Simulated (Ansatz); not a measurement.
Start from `FCF` and change one element to get `[F][SnH2][F]`.

Ansatz, PBE0-D4/def2-TZVP geometries, multiplicity 1. 

Elements past krypton have def2 core potentials.

```json
{"property": "zero-point energy (PBE0-D4/def2-TZVP) / kJ/mol", "`FCF`": "86.4"}
{"property": "size of the dipole moment (ωB97M-V/def2-TZVPP) / D", "`FCF`": "1.86"}
{"property": "size of the dipole moment (PBE/def2-TZVPP) / D", "`FCF`": "1.72"}
{"property": "HOMO–LUMO gap (ωB97M-V/def2-TZVPP) / eV", "`FCF`": "15.60"}
{"property": "HOMO–LUMO gap (B3LYP/def2-TZVPP) / eV", "`FCF`": "11.03"}
{"property": "size of the dipole moment (B3LYP/def2-TZVPP) / D", "`FCF`": "1.87"}
```

(1) Give the same properties after the change, and the shifts. (Best estimate.)

Results:

(1) The calculation gave: 
```
                                          property  `[F][SnH2][F]`  shift
    zero-point energy (PBE0-D4/def2-TZVP) / kJ/mol            46.1  -40.3
size of the dipole moment (ωB97M-V/def2-TZVPP) / D            3.46   1.60
    size of the dipole moment (PBE/def2-TZVPP) / D            3.22   1.50
           HOMO–LUMO gap (ωB97M-V/def2-TZVPP) / eV           12.83  -2.77
             HOMO–LUMO gap (B3LYP/def2-TZVPP) / eV            8.31  -2.72
  size of the dipole moment (B3LYP/def2-TZVPP) / D            3.43   1.56
```

Dipoles are sizes alone; their direction can turn.

B3LYP here is the variant with VWN-RPA as its local correlation; programs differ in this.
